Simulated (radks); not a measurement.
Initial-state core-level shifts of the selenium ion Se+ when its valence configuration changes from [Ar] 3d10 4s2 4p3. All-electron calculation, scalar-relativistic Kohn-Sham, PBEsol, spin-polarised, spherical densities, finite nucleus; open shells are filled with parallel spins first; Fermi nuclear charge, rms radius 4.14 fm. Program: a radial shooting solver on a logarithmic mesh with Libxc functionals. Shifts are changes of the shell-averaged eigenvalues in eV (positive: less bound); the change of the density at the nucleus, which sets a Mossbauer isomer shift, is in e/bohr^3, on a base of 4.021e+04.

valence               1s       2s       3s       3p  density at nucleus
3d10 4s1 4p4      -1.691   -1.651   -1.684   -1.675             -30.205
3d9.5 4s2 4p3.5   -7.282   -8.023   -6.351   -6.232              +7.719
3d10 4p5          -3.562   -3.471   -3.510   -3.491             -61.243
3d9 4p6          -17.911  -19.377  -15.888  -15.634             -52.755
3d8 4s2 4p5      -30.172  -33.360  -25.641  -25.185             +32.947
3d9 4s2 4p4      -14.736  -16.257  -12.741  -12.506             +15.801
